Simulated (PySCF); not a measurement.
C2H5O2, SMILES O[CH]CO, multiplicity 2. Geometry optimised at ωB97X-D3(BJ)/def2-SVP. The isomer is the one that the SMILES or the coordinates give; other isomers of the formula were not compared. Other conformers were not sampled.

Computed with ωB97X-D3(BJ)/def2-SVP run with PySCF 2.14.0.

Harmonic wavenumbers (cm⁻¹): 131, 285, 353, 379, 491, 694, 924, 1003, 1117, 1169, 1226, 1305, 1360, 1423, 1474, 1486, 2942, 3125, 3173, 3868, 3905. Rotational constants (GHz): 17.20, 5.783, 4.637; symmetry number 1.

**Question.** Work out the zero-point energy and the ideal-gas rigid-rotor harmonic-oscillator thermochemistry at 298.15 K and 1 atm.

**Answer.** ZPE = ½ Σ hcν = ½ × 31834 cm⁻¹ = 190.41 kJ/mol. H − E(el) = 206.45 kJ/mol. Entropy in J/(mol K): translation 160.03, rotation 100.66, vibration 33.80, spin 5.76, total 300.25. G − E(el) = 116.93 kJ/mol. Cp = 78.73 J/(mol K). Modes under 150 cm⁻¹ make the vibrational entropy uncertain.
